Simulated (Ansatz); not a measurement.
Computed with Ansatz on PBE0-D4/def2-TZVP structures; ΔE is electronic, products minus reactants. CCSD(T)/CBS is the MP2 limit (def2-TZVPP, def2-QZVPP) plus CCSD(T) − MP2 in def2-TZVPP, frozen cores. This one scheme is used for every species. Functionals use def2-TZVPP. Each species was taken in one conformer, which may not be the lowest.

Reaction (ligand exchange at the Si–C bond): `C#C[SiH2]F` + `N[Si](O)(O)F` → `O[Si](O)(F)N[SiH2]F` + acetylene

`C#C[SiH2]F`:

Cartesian coordinates in Å:
```
C 1.226 0.139 1.529
C 0.471 0.054 0.593
Si -0.630 -0.072 -0.846
F -2.137 -0.216 -0.341
H 1.891 0.215 2.360
H -0.531 1.158 -1.661
H -0.290 -1.277 -1.633
```

`N[Si](O)(O)F`:

```xyz
9

N    -0.401    0.491    1.231
Si    0.089    0.109   -0.338
O    -0.993   -0.985   -0.875
O     1.646   -0.371   -0.354
F     0.098    1.322   -1.370
H     0.171    1.052    1.838
H    -1.377    0.544    1.467
H    -1.102   -1.062   -1.823
H     1.870   -1.101    0.225
```

`O[Si](O)(F)N[SiH2]F`:

Z-matrix (Å, degrees):
```
Si
O 1 1.628
F 1 1.591 2 108.9
O 1 1.620 2 106.3 3 -120.7
N 1 1.703 2 115.5 3 117.3
H 2 0.958 1 118.1 3 -54.6
H 4 0.958 1 117.3 2 30.8
Si 5 1.713 1 129.9 2 -114.6
H 5 1.011 1 114.9 2 61.0
F 8 1.602 5 111.3 1 81.5
H 8 1.480 5 108.1 1 -161.7
H 8 1.475 5 110.6 1 -36.7
```

`C#C`:

Cartesian coordinates in Å:
```
C 0.568 -0.096 0.163
C -0.568 0.096 -0.163
H 1.578 -0.267 0.454
H -1.578 0.267 -0.454
```

Problem. Is it downhill or uphill in electronic energy at CCSD(T)/CBS, and by how much? (Estimate.)

Solution. Ansatz gave: Downhill: ΔE = -0.40 eV.

Problem. What do these levels give: PBE-D4, PBE0-D4, ωB97M-V, B2PLYP, PBE, HF/def2-TZVPP, MP2/def2-TZVPP, CCSD/def2-TZVPP, CCSD(T)/def2-TZVPP, MP2/def2-QZVPP, SCS-MP2/def2-QZVPP, MP2/CBS(def2)? (An estimate is asked.)

Solution. Ansatz gave: PBE-D4 -0.33, PBE0-D4 -0.36, ωB97M-V -0.42, B2PLYP -0.36, PBE -0.29, HF/def2-TZVPP -0.39, MP2/def2-TZVPP -0.38, CCSD/def2-TZVPP -0.40, CCSD(T)/def2-TZVPP -0.40, MP2/def2-QZVPP -0.38, SCS-MP2/def2-QZVPP -0.38, MP2/CBS(def2) -0.38 eV.

Largest T1 diagnostic among the species: 0.013.

From PBE to PBE0 (25 % exact exchange), in def2-TZVPP and without D4, ΔE moves by −0.03 eV. The D4 term adds −0.07 eV with B3LYP and −0.04 eV with PBE0; it sums over pairs of atoms, weighted by their polarisabilities, and B3LYP, whose exchange is more repulsive, gets the larger term.

B3LYP here is the variant with VWN-RPA as its local correlation; programs differ in this.
